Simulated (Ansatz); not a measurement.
CH₅BOSi, relaxed with RKS PBE-D4/def2-SVP in Ansatz 0.2.0 from a rough embedded geometry. The force threshold is 0.03 eV/Å; the program also tests the step.

The species carries charge 0 and has multiplicity 1. The bonds changed during the relaxation, so this is another structure than the one it started from.

Start:

```xyz
9

O    -1.268   -1.045    0.272
C    -0.342   -0.081    0.585
B    -0.465    1.072   -0.438
Si    1.081   -0.123   -0.430
H    -1.064   -1.830    0.942
H    -0.241    0.227    1.666
H    -1.054    2.058   -0.897
H     1.024   -0.911   -1.675
H     2.327    0.634   -0.026
```

Task: How much energy does the relaxation release, and in how many steps? (Estimate.)

Result: The calculation gave: 1.99 eV, in 20 steps.

Task: Which bonds change most? (Best estimate.)

Result: The calculation gave: O1–H5 from 1.052 to 0.977 Å; B3–Si4 from 1.954 to 1.890 Å; C2–B3 from 1.547 to 1.498 Å; Si4–H8 from 1.476 to 1.506 Å.

Task: Give the relaxed structure. (Best estimate.)

Result: The calculation gave: 
```xyz
9

O    -1.901   -0.495    1.168
C    -0.677   -0.315    0.644
B    -0.435    0.452   -0.620
Si    1.422    0.425   -0.971
H    -1.845   -1.021    1.990
H     0.140   -0.779    1.238
H    -1.297    0.980   -1.291
H     2.202    1.026   -2.110
H     2.392   -0.273   -0.047
```
